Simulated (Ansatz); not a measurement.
Computed with Ansatz on PBE0-D4/def2-TZVP structures; ΔE is electronic, products minus reactants. CCSD(T)/CBS is the MP2 limit (def2-TZVPP, def2-QZVPP) plus CCSD(T) − MP2 in def2-TZVPP, frozen cores. Functionals use def2-TZVPP. B3LYP here is the variant with VWN-RPA as its local correlation; programs differ in this. For Br, Mg outer-core shells are correlated without core-valence functions, which leaves a few kJ/mol of doubt a bond. Scalar relativity is left out up to krypton. One conformer a species, not always the lowest.

`CN[SiH](O)Br` + `[OH][MgH]` → `C[O][MgH]` + `N[SiH](O)Br`  (substitution at a C–N bond)

```
             level  ΔE (eV)
           PBE0-D4     0.17
           ωB97X-V     0.16
           ωB97M-V     0.17
               PBE     0.12
              PBE0     0.13
             B3LYP     0.09
    MP2/def2-TZVPP     0.22
CCSD(T)/def2-TZVPP     0.18
```

(1) What does CCSD(T)/CBS give? (Best estimate.)

Largest T1 diagnostic among the species: 0.011.

Results:

(1) Computed: +0.19 eV. The listed levels differ from it by -0.02, -0.03, -0.02, -0.07, -0.06, -0.10, 0.03, -0.01 eV.

In def2-TZVPP, CCSD(T) changes the Hartree–Fock value by +0.11 eV (the triples alone add +0.01 eV) and MP2 by +0.15 eV. The D4 term adds +0.05 eV with B3LYP and +0.03 eV with PBE0; it sums over pairs of atoms, weighted by their polarisabilities, and B3LYP, whose exchange is more repulsive, gets the larger term.
